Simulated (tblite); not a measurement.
O₄Os, charge +1, doublet, at a GFN2-xTB geometry (such geometries of metal compounds can be far from the true shape) (the multiplicity is a formal guess); IPEA1-xTB (tblite).

The tblite input:
```
$ tblite run mol.xyz --method ipea1 --charge 1 --spin 1 --json tblite.json --no-restart

# file mol.xyz
5

Os    -0.00000000     0.00000000     0.00000000
O      1.11321577     0.65860650    -0.97578716
O      0.73878417    -0.82068684     1.18568272
O     -0.93664588    -1.00978647    -0.85334532
O     -0.91535405     1.17186681     0.64344976
```

### Question
Write the output that tblite gives for this input, abridged.

### Answer

```
xTB calculator
 | screened Coulomb repulsion
 | Coulomb electrostatics
 |  * isotropic Klopman-Ohno-Mataga-Nishimoto electrostatics
 |  * onsite third-order electrostatics
 | DFT-D3(BJ) dispersion correction

halogen bonding energy    0.0000000000000E+00 Eh
repulsion energy          1.4420569833781E-01 Eh
dispersion energy        -1.4415946744138E-03 Eh
number of electrons       3.1000000000000E+01 e
integral cutoff           4.0000000000000E+01 bohr

------------------------------------------------------------
  cycle        total energy    energy error   density error
------------------------------------------------------------
      1     -20.28966460508  -2.0432429E+01   7.7691409E-01
      2      5.756399971543   2.6046065E+01   1.5335748E+00
      3     -15.02456780799  -2.0780968E+01   8.9082028E-01
      4     -20.08232852429  -5.0577607E+00   2.9488088E-01
      5     -21.08158317294  -9.9925465E-01   2.0160866E-01
      6     -21.03427689274   4.7306280E-02   2.2520168E-01
      7     -21.23831194965  -2.0403506E-01   2.7883594E-02
      8     -21.24212259030  -3.8106406E-03   7.8871605E-04
      9     -21.24212125056   1.3397456E-06   8.2316762E-04
     10     -21.24212273083  -1.4802698E-06   1.5303734E-04
     11     -21.24212278375  -5.2923806E-08   1.3083010E-05
------------------------------------------------------------

electronic energy        -2.1384886887415E+01 Eh
total energy             -2.1242122783751E+01 Eh

Post processing:
 | Mayer-Wiberg bond orders

[Info] JSON dump of results written to 'tblite.json'
```
